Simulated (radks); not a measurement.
The numbers below are computed, except where a source is named.
How relativity changes the ionisation of the titanium ion Ti+ ([Ar] 3d2 4s1) to Ti2+ ([Ar] 3d2). Spin-unpolarised spherical Kohn-Sham, PBEsol, point nucleus unless stated (finite: rms radius 3.5921 fm), a radial shooting solver on a logarithmic mesh with Libxc functionals. A level marked "c x" has the speed of light scaled by that factor and shares open shells by 2j + 1; other Dirac levels either fill j = l - 1/2 first or share by 2j + 1.

level                               E(Ti+) (hartree)  E(Ti2+) (hartree)  IE (eV)   HOMO  <r> HOMO (bohr)
non-rel.                                  -847.86015         -847.36879   13.371     4s            3.201
scalar-rel.                               -852.32875         -851.83369   13.471     4s            3.180
scalar-rel., finite nucleus               -852.32694         -851.83188   13.471     4s            3.180
Dirac, 2j+1 shares                        -852.33728         -851.84222   13.471  4s1/2            3.180
Dirac, low j first                        -852.33943         -851.84451   13.467  4s1/2            3.181
Dirac, 2j+1 shares, finite nucleus        -852.33547         -851.84041   13.471  4s1/2            3.180
Dirac, c x 0.85                           -854.08737         -853.59086   13.511  4s1/2            3.173
Dirac, c x 3                              -848.35206         -847.86029   13.382  4s1/2            3.199
Dirac, c x 10                             -847.90437         -847.41296   13.372  4s1/2            3.201

NIST Atomic Spectra Database: 13.576 eV (measured). The relativistic part of the total energy of Ti+ is -4.475 hartree (Dirac, 2j+1 shares, finite nucleus), 0.53 % of the non-relativistic value. Spin polarisation and multiplet splitting of open shells are left out at every level.

Beside tabulated values, note that spin-unpolarised runs miss the spin-polarisation part of the exchange energy of open shells.
